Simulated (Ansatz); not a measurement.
Geometry optimisation, RKS PBE/def2-SVP in Ansatz 0.2.0.

Input file:

```yaml
crystal:
  periodic: [false, false, false]
  atoms:
    - { symbol: W, position_ang: [0.0, 0.0, 0.0] }
    - { symbol: H, position_ang: [0.0, 0.0, 2.07] }
    - { symbol: F, position_ang: [1.85, 0.0, 0.0] }
    - { symbol: F, position_ang: [0.0, 1.85, 0.0] }
    - { symbol: O, position_ang: [-1.94, 0.0, 0.0] }
    - { symbol: H, position_ang: [-2.2771, -0.1263, 0.9437] }
    - { symbol: O, position_ang: [0.0, -1.94, 0.0] }
    - { symbol: H, position_ang: [0.3816, -2.2771, 0.8723] }
    - { symbol: O, position_ang: [0.0, 0.0, -1.94] }
    - { symbol: H, position_ang: [0.5278, 0.7924, -2.2771] }
    - { symbol: O, position_ang: [1.4721, 1.5335, 0.7063] }
    - { symbol: H, position_ang: [2.2027, 1.0805, 1.2365] }
    - { symbol: H, position_ang: [0.7317, 0.7622, 1.9256] }
basis:
  gaussian: { orbitals: def2-SVP }
hamiltonian:
  xc: pbe
relax:
  f_tol: 0.15
  max_steps: 25
  restrain:
    - { distance: [0, 10], at: 3.14, k: 30.0 }
    - { distance: [12, 1], at: 1.86, k: 30.0 }
    - { distance: [0, 1], at: 1.72, k: 30.0 }
    - { distance: [12, 10], at: 1.01, k: 30.0 }
output:
  orbitals: {}
```

Launched with:

```bash
$ ansatz run input.yaml --threads 4 --pin off --max-ram 5120MiB --backend cpu --events-out ev --progress --plain --runs-dir out
```

Task: Where does it end, and by what steps?

Result: The forces met the threshold. The restraints hold the end off the free minimum; the threshold counts their pulls, which the force column leaves out. Restrained pairs: W1–O11 (2.24 → 3.13 Å), H2–H13 (1.07 → 1.87 Å), W1–H2 (2.07 → 1.72 Å), O11–H13 (1.62 → 1.00 Å). After 18 steps the energy has fallen by 9.078 eV (the restraints' own energy left out); H6 moved furthest, 1.36 Å. The start is strongly strained (largest force component 11 eV/Å), so its close contacts needn't be bonds.

| step | energy less start (eV) | largest force component (eV/Å) | accepted |
| --- | --- | --- | --- |
| 0 | 0.0000 | 11.053 | yes |
| 1 | -2.9773 | 8.226 | yes |
| 2 | -5.0164 | 6.371 | yes |
| 3 | -6.5697 | 3.277 | yes |
| 4 | -7.6922 | 1.694 | yes |
| 5 | -8.2766 | 1.099 | yes |
| 6 | -8.4465 | 1.191 | yes |
| 7 | -8.4536 | 1.767 | yes |
| 8 | -8.5642 | 1.285 | yes |
| 9 | -8.7036 | 0.969 | yes |
| 10 | -8.8054 | 0.676 | yes |
| 11 | -8.9001 | 1.203 | yes |
| 12 | -8.9802 | 1.111 | yes |
| 13 | -9.0417 | 0.582 | yes |
| 14 | -9.0232 | 1.122 | no |
| 15 | -9.0625 | 0.571 | yes |
| 16 | -9.0674 | 0.532 | yes |
| 17 | -9.0773 | 0.526 | yes |
| 18 | -9.0781 | 0.595 | yes |

```xyz
13
Properties=species:S:1:pos:R:3
W -0.300 -0.026 0.133
H 0.166 0.368 1.742
F 1.472 -0.799 0.310
F -0.808 1.791 0.350
O -2.183 -0.227 0.027
H -2.474 -1.163 0.089
O -0.642 -1.908 0.528
H 0.208 -2.386 0.637
O 0.271 0.396 -1.617
H 1.036 1.006 -1.731
O 2.122 1.858 0.754
H 2.659 1.045 0.867
H 1.422 1.721 1.449
```

The run took 58 s on 4 threads of Arm Neoverse V1, with other jobs on the host, peak memory 0.21 GiB.
